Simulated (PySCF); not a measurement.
## Two-component Hartree-Fock for Se (selenium, neutral)

Start: [Ar] 3d10 4s2 4p3 5s1; 4p3/2 filled at m_j = -1/2, +1/2, +3/2; 5s1/2 filled at m_j = +1/2. Calculated with PySCF 2.14 in x2c-SVPall-2c with one added diffuse shell each of s, p, d type (6s7p4d, 47 functions): generalised Hartree-Fock with the X2C-1e Hamiltonian and a Gaussian nucleus; one run each with spin-orbit coupling (SO) switched off, then screened by Boettger's factors. This is a chosen level, not necessarily the ground level.

```csv
spinor shell,electrons,"ε, spin-free (eV)","ε, screened SO (eV)",weight of nominal j (screened SO),"rms radius, screened SO (bohr)"
1s1/2,2,-12737.6,-12737.4,1.000,0.0508
2s1/2,2,-1700.2,-1700.1,1.000,0.212
2p1/2,2,-1491.4,-1520.1,1.000,0.187
2p3/2,4,-1491.4,-1477.5,1.000,0.190
3s1/2,2,-255.32,-255.30,1.000,0.613
3p1/2,2,-187.51,-191.84,0.996,0.629
3p3/2,4,-187.51,-185.39,0.998,0.639
3d3/2,4,-75.266,-75.867,0.961,0.696
3d5/2,6,-75.266,-74.844,0.974,0.697
4s1/2,2,-26.845,-26.839,1.000,1.91
4p3/2,3,-15.833,-15.833,0.634,2.33
5s1/2,1,-3.226,-3.225,1.000,5.24
```

| quantity | spin-free | screened SO |
| --- | --- | --- |
| E (hartree) | -2427.43051 | -2427.52671 |
| M_J | 2 | 2 |
| ⟨J²⟩ | 6.001 | 6.001 |
| ⟨L²⟩ | 0.000 | 0.014 |
| ⟨S²⟩ | 6.001 | 5.981 |

Each row is a mean over spinors that exchange with the open shell spreads, by up to 8.496 eV (4s1/2).

Rows whose weight is well below 1 are mixtures of j = l ± 1/2: exchange outweighs spin-orbit coupling there, and the label is only the starting occupation.

Without spin-orbit coupling the j labels of p, d and f shells carry no meaning; the spin-free column gives the mean over the occupied spinors of each nl shell.
